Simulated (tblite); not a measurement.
C7H10N (doublet state).
Atom-mapped SMILES: `[NH2:1][CH2:2][C:3]1=[CH:4][C@@H:5]2[CH:6][CH2:7][C@H:8]12` (hydrogens: H9, H10 on N1; H11, H12 on C2; H13 on C4; H14 on C5; H15 on C6; H16, H17 on C7; H18 on C8)

A start from a force field or distance geometry was refined with tblite, GFN2-xTB geometry optimisation, gas phase. Values at the start:

```json
{"coordinate": "N1–C2", "start": "1.448 Å"}
{"coordinate": "C2–C3", "start": "1.533 Å"}
{"coordinate": "C2–H11", "start": "1.094 Å"}
{"coordinate": "C2–H12", "start": "1.108 Å"}
{"coordinate": "C3=C4", "start": "1.363 Å"}
{"coordinate": "C3–C8", "start": "1.525 Å"}
{"coordinate": "C4–C5", "start": "1.515 Å"}
{"coordinate": "C4–H13", "start": "1.070 Å"}
{"coordinate": "C5–C6", "start": "1.463 Å"}
{"coordinate": "C5–C8", "start": "1.531 Å"}
{"coordinate": "C6–C7", "start": "1.471 Å"}
{"coordinate": "C6–H15", "start": "1.077 Å"}
{"coordinate": "C7–C8", "start": "1.532 Å"}
{"coordinate": "C7–H16", "start": "1.087 Å"}
{"coordinate": "C7–H17", "start": "1.099 Å"}
{"coordinate": "C8–H18", "start": "1.095 Å"}
{"coordinate": "N1–C2–C3", "start": "110.2°"}
{"coordinate": "C2–C3–C8", "start": "132.8°"}
{"coordinate": "C3–C8–C7", "start": "116.3°"}
{"coordinate": "C4–C3–C8", "start": "92.7°"}
{"coordinate": "C4–C5–C6", "start": "116.4°"}
{"coordinate": "C4–C5–C8", "start": "86.8°"}
{"coordinate": "C5–C6–C7", "start": "93.0°"}
{"coordinate": "C6–C5–C8", "start": "89.7°"}
{"coordinate": "N1–C2–C3–C4", "start": "104°"}
{"coordinate": "C2–C3–C4–C5", "start": "-179°"}
{"coordinate": "C2–C3–C8–C7", "start": "93°"}
{"coordinate": "C4–C5–C8–C7", "start": "115°"}
```

Q: How do these coordinates change at the GFN2-xTB level?

A: 
```csv
coordinate,GFN2-xTB (Å or °),change
C2–C3,1.490,-0.043
C3=C4,1.335,-0.028
C5–C8,1.555,+0.024
C5–C6,1.486,+0.023
C3–C8,1.507,-0.018
C7–C8,1.549,+0.017
N1–C2,1.462,+0.014
C2–H12,1.095,-0.013
C6–C7,1.483,+0.012
C8–H18,1.084,-0.011
C2–H11,1.104,+0.010
C7–H16,1.093,+0.006
C7–H17,1.093,-0.006
C4–H13,1.075,+0.005
C4–C5,1.519,+0.004
C6–H15,1.073,-0.004
C4–C5–C6,111.3,-5.1
C3–C8–C7,112.3,-4.0
C2–C3–C8,130.3,-2.5
C4–C3–C8,94.2,+1.5
C4–C5–C8,85.5,-1.3
C6–C5–C8,88.4,-1.3
C5–C6–C7,94.1,+1.1
N1–C2–C3,109.3,-0.9
C2–C3–C8–C7,87,-6
C2–C3–C4–C5,-174,+5
C4–C5–C8–C7,112,-3
N1–C2–C3–C4,102,-2
```

The energy falls by 6.8 kcal/mol over 71 L-BFGS steps, the largest force on an atom goes from 1.79 to 0.009 eV/Å, and the atoms move by 0.257 Å rms after alignment. The bond that changes most is C2–C3 (ends: carbon bonded to C, N and 2 H; carbon bonded to 3 C), which shortens by 0.043 Å. Bonds longer at the end by more than 0.005 Å: 8 of 19; shorter: 6. Among the dihedrals that turn most is H15–C6–C7–H17, from 27° to 90°. Rotational constants go from 4284, 1552, 1333 to 4052, 1692, 1435 MHz.

Hardware: an Arm Neoverse V2 with one thread, shared host. Cost: 0.37 s wall.

Its GFN2-xTB frequencies are all real (lowest 51 cm⁻¹). 2 starts were optimised and ended at 0.00 and 0.20 kcal/mol (GFN2-xTB); the lowest of these is shown.

One conformer stands for the species.

The numbers are calculated, not measured.
